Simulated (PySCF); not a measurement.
Work out the structure from these simulated measurements.

Formula: C7H15N.

* 13C NMR: chemical shifts (computed TMS as zero) by class: 178.7 (1 C), 52.6 (1 C), 39.2 (1 C), 38.1 (1 C), 24.3 (1 C), 16.7 (1 C), 12.4 (1 C) ppm [GIAO PBE0/pcSseg-1]
* NMR, other nuclei: isotropic shieldings of nuclei other than C and H, by class: -91 (1 N) ppm [GIAO PBE0/pcSseg-1]
* Rotational structure: rotational constants A, B, C: 4.008, 1.013, 0.966 GHz [GFN2-xTB]
* Dipole: 1.87 D [PBE0/pcSseg-1]
* 1H NMR: chemical shifts (computed TMS as zero) by class: 10.80 (1 H), 8.39 (1 H), 2.27 (1 H), 2.25 (1 H), 1.57 (1 H), 1.56 (1 H), 1.06 (3 H), 0.87 (3 H), 0.78 (3 H) ppm [GIAO PBE0/pcSseg-1]

Electronic properties: PySCF, gas phase, density fitting. Levels stand in brackets. Isolated species at its GFN2-xTB geometry (one conformer only). NMR classes are plain means over equivalent atoms (diastereotopic ones count apart unless rotation or inversion swaps them), as if these changed places fast.

Question: Give a SMILES that accounts for the data.

Answer: Numbering: `[H]/[N:8]=[CH:7]/[CH2:6][C@@H:4]([CH:2]([CH3:1])[CH3:3])[CH3:5]`. Its formula, C7H15N, gives 1 degree of unsaturation: 0 rings and 1 π bond in the structure found. 7 carbons fall into 7 classes; from least to most shielded: imine carbon [C7] (178.7 ppm), chain CH2 carbon [C6] (52.6 ppm), sp3 CH carbon [C4] (39.2 ppm), sp3 CH carbon [C2] (38.1 ppm), methyl carbon [C1] (24.3 ppm), methyl carbon [C3] (16.7 ppm), methyl carbon [C5] (12.4 ppm). Hydrogen classes from least to most shielded: 1 H on an imine nitrogen, N8 (10.80 ppm), 1 H on an imine carbon, C7 (8.39 ppm), 1 H on a chain CH2 carbon, C6 (2.27 ppm), 1 H on a chain CH2 carbon, C6 (2.25 ppm), 1 H on an sp3 CH carbon, C2 (1.57 ppm), 1 H on an sp3 CH carbon, C4 (1.56 ppm), 3 H on a methyl carbon, C1 (1.06 ppm), 3 H on a methyl carbon, C3 (0.87 ppm), 3 H on a methyl carbon, C5 (0.78 ppm). The other shieldings belong to: -91 ppm, imine nitrogen [N8]. The optimised geometry has point group C1 and is an asymmetric top. Structure: `C(=N\[H])/C[C@H](C)C(C)C`. Computed isomers that give other values at the same levels: `CNC1CCCCC1` (13C chemical shifts (computed TMS as zero) by class: 63.7 (1 C), 36.9 (1 C), 36.9 (2 C), 30.3 (1 C), 28.9 (2 C) ppm); `C=NCC(C)(C)CC` (13C chemical shifts (computed TMS as zero) by class: 155.5 (1 C), 81.4 (1 C), 37.0 (1 C), 35.1 (1 C), 25.7 (2 C), 10.1 (1 C) ppm); `C=CC[C@H](C)NCC` (13C chemical shifts (computed TMS as zero) by class: 143.2 (1 C), 125.6 (1 C), 56.1 (1 C), 45.5 (1 C), 38.8 (1 C), 23.9 (1 C), 18.1 (1 C) ppm). The assignments are read from this structure; whether some other isomer fits the data as well wasn't checked. The mirror image fits equally.

Conformer computed: `[H]/[N:8]=[CH:7]/[CH2:6][C@@H:4]([CH:2]([CH3:1])[CH3:3])[CH3:5]`: C1–C2–C4–C5 66°, C2–C4–C6–C7 164°, C4–C6–C7–N8 126°.
